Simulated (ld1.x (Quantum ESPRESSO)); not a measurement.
Before and after: PAW potential for antimony

| Item | Value |
| --- | --- |
| Element | antimony (Sb) |
| Generator | ld1.x (Quantum ESPRESSO) 7.5 |
| Type | PAW |
| Functional | BLYP |
| Relativity | scalar-relativistic |
| Frozen core | [Kr] |
| Valence charge | 15 |
| Reference configuration | 4d10 5s2 5p3 |
| Partial waves | 5s (bound): rcut 1.65, rcutus 2.10 bohr; 5s channel at 0.4 Ry: rcut 1.65, rcutus 2.10 bohr; 5p (bound): rcut 1.85, rcutus 2.50 bohr; 5p channel at 0.05 Ry: rcut 1.85, rcutus 2.50 bohr; 4d (bound): rcut 1.55, rcutus 1.85 bohr; 4d channel at -1 Ry: rcut 1.55, rcutus 1.85 bohr |
| Local potential | all-electron potential smoothed inside 1.60 bohr (lloc = -1) |
| Core correction | Bessel-smoothed model core, default radius (core density twice the valence density) |
| Augmentation charge | GAUSS, radius 1.25 bohr |

All-electron outer shells of the reference configuration (BLYP, scalar-relativistic, ld1.x):

| shell | level (eV) | outermost node (bohr) | outermost maximum (bohr) |
| --- | --- | --- | --- |
| 4s | -148.54 | 0.39 | 0.73 |
| 4p | -101.50 | 0.39 | 0.76 |
| 4d | -33.28 | 0.38 | 0.84 |
| 5s | -12.73 | 0.95 | 1.88 |
| 5p | -4.69 | 1.04 | 2.32 |

Change: waves 5p (bound): rcut 1.85, rcutus 2.16 bohr; 5p channel at 0.05 Ry: rcut 1.85, rcutus 2.16 bohr.

Cutoffs: the cutoffs (Ry, on a coarse ladder) from which the occupation-weighted sum of valence levels, in a spherical-Bessel basis at the reference potential, stays within 10 and 1 mRy of its value at 400 Ry; they do not see the model core or the augmentation charge, which bear on the density cutoff. Errors are all-electron minus pseudo energies relative to the spin-unpolarised reference configuration.

Q: How do hardness, ghosts and transferability respond?

A: The potential gets neither clearly harder nor softer (35 Ry and 55 Ry → 35 Ry and 55 Ry); both files keep a bound ghost (s); of the 7 tests that both files solve, the error grows in 3 and shrinks in 0 by more than 15 % and 0.3 meV (median size 6.9 → 6.7 meV). That the errors move this way runs against the usual rule that smaller radii transfer better.

| quantity | base | changed |
| --- | --- | --- |
| cutoff, loose | 35 Ry | 35 Ry |
| cutoff, tight | 55 Ry | 55 Ry |
| bound ghosts | s | s |
| error for 4d10 5s2 5p2, meV [ΔE 8.20 eV] | -2.1 | -2.1 |
| error for 4d10 5s2 5p1, meV [ΔE 24.11 eV] | -6.9 | -6.7 |
| error for 4d10 5s2 5p0, meV [ΔE 48.58 eV] | -18 | -16 |
| error for 4d9 5s2 5p4, meV [ΔE 31.04 eV] | -23 | -327 |
| error for 4d10 5s2 5p2.5, meV [ΔE 3.20 eV] | -0.9 | -0.8 |
| error for 4d10 5s1 5p4, meV [ΔE 8.16 eV] | -1.3 | -2.9 |
| error for 4d9 5s2 5p3, meV [ΔE 40.50 eV] | -89 | -359 |
| lowest overlap eigenvalue by channel | s 0.31, p 0.47, d 0.11 | s 0.31, p 0.49, d 0.11 |

 A true bound ghost makes a file unfit for plane-wave use even where its test errors are small: the radial tests pick states by their node count and pass the ghost by.
